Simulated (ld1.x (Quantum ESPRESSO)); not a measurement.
## Cutoff test, Ca (Z = 20), ultrasoft

```json
{"Element": "Ca (Z = 20)", "Generator": "ld1.x (Quantum ESPRESSO) 7.5", "Type": "ultrasoft", "Functional": "BP86", "Relativity": "scalar-relativistic", "Frozen core": "[Ne]", "Valence charge": "10", "Reference configuration": "3s2 3p6 3d0 4s1.5 4p0 (charge +0.5)", "Partial waves": "3s (bound): rcut 1.50, rcutus 1.65 bohr; 4s (bound): rcut 1.50, rcutus 1.65 bohr; 3p (bound): rcut 1.70, rcutus 2.15 bohr; 4p (bound, empty): rcut 1.70, rcutus 2.15 bohr; 3d (bound, empty): rcut 3.25, rcutus 3.50 bohr; 3d channel at 0.9 Ry: rcut 3.25, rcutus 3.50 bohr", "Local potential": "all-electron potential smoothed inside 3.45 bohr (lloc = -2)", "Core correction": "a·sin(br)/r model core inside 1.00 bohr", "Augmentation charge": "PSQ, radius 1.60 bohr"}
```

The pseudo-atom Hamiltonian at the reference potential is diagonalised in spherical Bessel functions j_l(qr) that vanish at 20 bohr, with q² up to the cutoff. All-electron valence levels (Ry): 3s -3.7066, 4s -0.4725, 3p -2.3038, 4p -0.2706, 3d -0.3749.

How do the lowest levels (Ry) of each channel move with the cutoff, and are there ghosts?

```json
{"cutoff (Ry)": "8", "s #1": "-3.5642", "s #2": "-0.4359", "p #1": "-2.2171", "p #2": "-0.2263", "d #1": "-0.3747", "d #2": "-0.0557", "f #1": "0.0129", "Σ f·Δε (mRy)": "859.5"}
{"cutoff (Ry)": "12", "s #1": "-3.6789", "s #2": "-0.4594", "p #1": "-2.2893", "p #2": "-0.2361", "d #1": "-0.3748", "d #2": "-0.0558", "f #1": "0.0129", "Σ f·Δε (mRy)": "161.9"}
{"cutoff (Ry)": "18", "s #1": "-3.7053", "s #2": "-0.4698", "p #1": "-2.3032", "p #2": "-0.2516", "d #1": "-0.3749", "d #2": "-0.0558", "f #1": "0.0129", "Σ f·Δε (mRy)": "10.4"}
{"cutoff (Ry)": "25", "s #1": "-3.7064", "s #2": "-0.4718", "p #1": "-2.3035", "p #2": "-0.2685", "d #1": "-0.3749", "d #2": "-0.0558", "f #1": "0.0129", "Σ f·Δε (mRy)": "3.1"}
{"cutoff (Ry)": "35", "s #1": "-3.7065", "s #2": "-0.4724", "p #1": "-2.3037", "p #2": "-0.2703", "d #1": "-0.3749", "d #2": "-0.0558", "f #1": "0.0129", "Σ f·Δε (mRy)": "0.5"}
{"cutoff (Ry)": "45", "s #1": "-3.7066", "s #2": "-0.4724", "p #1": "-2.3037", "p #2": "-0.2705", "d #1": "-0.3749", "d #2": "-0.0558", "f #1": "0.0129", "Σ f·Δε (mRy)": "0.2"}
{"cutoff (Ry)": "400", "s #1": "-3.7066", "s #2": "-0.4724", "p #1": "-2.3038", "p #2": "-0.2706", "d #1": "-0.3749", "d #2": "-0.0558", "f #1": "0.0129", "Σ f·Δε (mRy)": "0.0"}
```

Result: no extra level below or beside the all-electron valence levels (s, p, d, f tested); 10 mRy is reached at 21 Ry and 1 mRy at 35 Ry.

Test run stopped at test 4 of 7 (negative rho), 1 before it not solved.
